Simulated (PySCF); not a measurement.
# Two-component Hartree-Fock for V⁺ (vanadium, charge +1)

Start: [Ar] 3d4; 3d5/2 filled at m_j = -1/2, +1/2, +3/2, +5/2. Calculated with PySCF 2.14 in x2c-SVPall-2c with one added diffuse shell each of s, d type (6s5p4d1f, 48 functions): generalised Hartree-Fock with the X2C-1e Hamiltonian and a Gaussian nucleus; one run each with spin-orbit coupling (SO) switched off, then screened by Boettger's factors. This is a chosen level, not necessarily the ground level.

```csv
spinor shell,electrons,"ε, spin-free (eV)","ε, screened SO (eV)",weight of nominal j (screened SO),"rms radius, screened SO (bohr)"
1s1/2,2,-5520.1,-5520.1,1.000,0.0768
2s1/2,2,-657.84,-657.85,1.000,0.333
2p1/2,2,-546.80,-551.68,0.990,0.301
2p3/2,4,-546.80,-544.41,0.995,0.304
3s1/2,2,-89.448,-89.453,1.000,1.03
3p3/2,4,-57.351,-57.593,0.833,1.12
3p1/2,2,-57.351,-56.890,0.665,1.12
3d5/2,4,-15.669,-15.667,0.694,1.69
```

```json
{"quantity": "E (hartree)", "spin-free": "-947.77905", "screened SO": "-947.78404"}
{"quantity": "M_J", "spin-free": "4", "screened SO": "4"}
{"quantity": "⟨J²⟩", "spin-free": "20.008", "screened SO": "20.007"}
{"quantity": "⟨L²⟩", "spin-free": "6.007", "screened SO": "6.009"}
{"quantity": "⟨S²⟩", "spin-free": "6.000", "screened SO": "6.000"}
```

Each row is a mean over spinors that exchange with the open shell spreads, by up to 10.557 eV (3p3/2).

Rows whose weight is well below 1 are mixtures of j = l ± 1/2: exchange outweighs spin-orbit coupling there, and the label is only the starting occupation.

Without spin-orbit coupling the j labels of p, d and f shells carry no meaning; the spin-free column gives the mean over the occupied spinors of each nl shell.
